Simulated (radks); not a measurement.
Problem. Radial electron density D(r) = 4 pi r^2 rho(r) of an atom or ion with 52 electrons. Method: scalar-relativistic Kohn-Sham, PBE, spin-polarised, spherical densities, finite nucleus; Fermi nuclear charge, rms radius of each element as measured or else 0.836 A^(1/3) + 0.57 fm; computed with a radial shooting solver on a logarithmic mesh with Libxc functionals.

```
   r/bohr * D(r) (the largest magnitude, 88.4, reaches the edge; | marks zero)
0.0009448 |*
   0.0011 |*
  0.00128 | *
 0.001491 | *
 0.001735 |  *
  0.00202 |   *
 0.002352 |    *
 0.002738 |     *
 0.003187 |       *
 0.003711 |         *
  0.00432 |            *
 0.005029 |               *
 0.005854 |                  *
 0.006815 |                      *
 0.007934 |                          *
 0.009237 |                              *
  0.01084 |                                  *
  0.01262 |                                     *
  0.01469 |                                        *
   0.0171 |                                          *
  0.01991 |                                          *
  0.02318 |                                         *
  0.02698 |                                       *
  0.03141 |                                     *
  0.03657 |                                    *
  0.04257 |                                     *
  0.04956 |                                        *
   0.0577 |                                             *
  0.06717 |                                                   *
  0.07819 |                                                      *
  0.09103 |                                                      *
    0.106 |                                                  *
   0.1234 |                                            *
   0.1436 |                                       *
   0.1672 |                                      *
   0.1946 |                                         *
   0.2266 |                                             *
   0.2638 |                                             *
   0.3071 |                                      *
   0.3575 |                            *
   0.4162 |                   *
   0.4845 |              *
   0.5641 |               *
   0.6567 |                *
   0.7645 |                *
     0.89 |             *
    1.036 |         *
    1.206 |     *
    1.415 |   *
    1.648 |  *
    1.918 |  *
    2.233 | *
      2.6 |*
    3.027 |*
    3.523 *
    4.102 *
    4.775 *
    5.559 *
    6.472 *
    7.534 *
```

What is the nuclear charge?

Solution. Z = 53. The innermost maximum, from 1s, lies near gamma/Z bohr with gamma = sqrt(1 - (Z/c)^2) = 0.922, here 0.0174 bohr (found: 0.0191), and its height grows with Z. The density is that of the iodine ion I+ in [Kr] 4d10 5s2 5p4; the configuration itself is not fixed sharply by these data, and Z only to a few units. D(r) has 4 maxima, at r = 0.0191, 0.0840, 0.244, 0.694 bohr, and minima at 0.0372, 0.159, 0.508 bohr, inside which lie 1.99, 11.17, 28.92 electrons.
